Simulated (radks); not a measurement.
Question: Ionisation ladder of mercury, from Hg LXI to Hg LXXII. Each ion is in the ground configuration listed by NIST, and IE = E(next ion) - E(this ion). All-electron calculation, scalar-relativistic Kohn-Sham, r2SCAN, spin-polarised, spherical densities, finite nucleus; open shells are filled with parallel spins first (spin-orbit coupling, left out, can overturn this in heavy ions); meta-GGA in the generalised Kohn-Sham scheme; Fermi nuclear charge, rms radius 5.4648 fm. Program: a radial shooting solver on a logarithmic mesh with Libxc functionals.

| species | configuration | IE, Delta-SCF (eV) | -e(HOMO) (eV) | HOMO |
|---|---|---|---|---|
| Hg LXI | [Ar] 3d2 | 6296.9 | 6226.1 | 3d up |
| Hg LXII | [Ar] 3d1 | ? | 6373.8 | 3d up |
| Hg LXIII | [Ar] | ? | 7029.7 | 3p |
| Hg LXIV | [Ne] 3s2 3p5 | ? | 7159.0 | 3p down |
| Hg LXV | [Ne] 3s2 3p4 | 7344.8 | 7286.7 | 3p down |
| Hg LXVI | [Ne] 3s2 3p3 | 7525.9 | 7463.2 | 3p up |
| Hg LXVII | [Ne] 3s2 3p2 | 7657.4 | 7595.3 | 3p up |
| Hg LXVIII | [Ne] 3s2 3p1 | 7785.9 | 7725.7 | 3p up |
| Hg LXIX | [Ne] 3s2 | 8485.3 | 8438.1 | 3s |
| Hg LXX | [Ne] 3s1 | ? | 8584.8 | 3s up |
| Hg LXXI | [Ne] | 19153.0 | 18984.6 | 2p |
| Hg LXXII | [He] 2s2 2p5 | 19503.9 | 19337.9 | 2p down |

Estimate the withheld Delta-SCF values.

Answer: Hg LXII: 6444.6 eV (NIST 6508); Hg LXIII: 7090.4 eV (NIST 6933); Hg LXIV: 7219.1 eV (NIST 7066); Hg LXX: 8632.5 eV (NIST 8620).
